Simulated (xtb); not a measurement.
Zr(OH)2(H)2 (H₄O₂Zr), SMILES [ZrH2]([OH])[OH], multiplicity 1. All values are semi-empirical tight-binding results from xtb (GFN2-xTB unless named), good for trends rather than for accurate numbers. Geometry: GFN2-xTB. The spin state was assumed, not searched. The structure was generated by enumeration; whether it is a known compound was not checked. One conformer was computed; it need not be the lowest.

Optimised geometry:

```xyz
7

Zr     0.0000     0.0000    -0.3708
O     -1.4397     0.0250     0.8686
H     -1.5576    -0.1441     1.8110
O      1.4397    -0.0250     0.8686
H      1.5576     0.1441     1.8110
H      0.0410     1.5470    -1.3440
H     -0.0410    -1.5470    -1.3440
```
Charge 0, spin multiplicity 1.

For metal compounds this method's bond lengths and energies can be far off.

Question: Estimate the properties. (Estimate from the structure and the level; the computed values follow.)

Answer: 
```yaml
point_group_as_xtb_finds_it: C2
orbital_gap: 3.55 eV
zero_point_energy: 19.5 kcal/mol
G − E(el) at 298.15 K (modified RRHO): 0.6 kcal/mol
```

Question: Give the atomic charges and the Wiberg bond orders between heavy atoms. (An estimate is asked for; the answer gives what the named calculation found.)

Answer: charges (e) Zr1 1.20, O2 -0.63, H3 0.31, O4 -0.63, H5 0.31, H6 -0.27, H7 -0.27. Bond orders Zr1–O2 1.05, Zr1–O4 1.05.
